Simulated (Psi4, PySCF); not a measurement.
Here is a job for PySCF.
```python
from pyscf import gto, scf, dft

mol = gto.M(
    atom='''
B    -0.000000   -0.000000   -1.299651
Cl    0.000000    0.000000    0.382250
''',
    basis='def2-svp',
    charge=0,
    spin=2,
    verbose=4,
)

mf = dft.UKS(mol)
mf.xc = 'revpbe'
mf.grids.atom_grid = (99, 590)
mf.grids.prune = None
mf.kernel()
```

**Question.** Convert this to an input for Psi4.

**Answer.** This is not unique; one that fits is 
```
memory 2 GB

molecule mol {
0 3
B    -0.000000   -0.000000   -1.299651
Cl    0.000000    0.000000    0.382250
}

set {
  basis def2-svp
  reference uks
  scf_type pk
  puream true
  d_convergence 1e-8
  dft_radial_points 99
  dft_spherical_points 590
}

energy('revpbe')
print_variables()
```

Both were run: PySCF gave -484.646142 Eh and Psi4 -484.646142 Eh, 0.000 mEh apart.
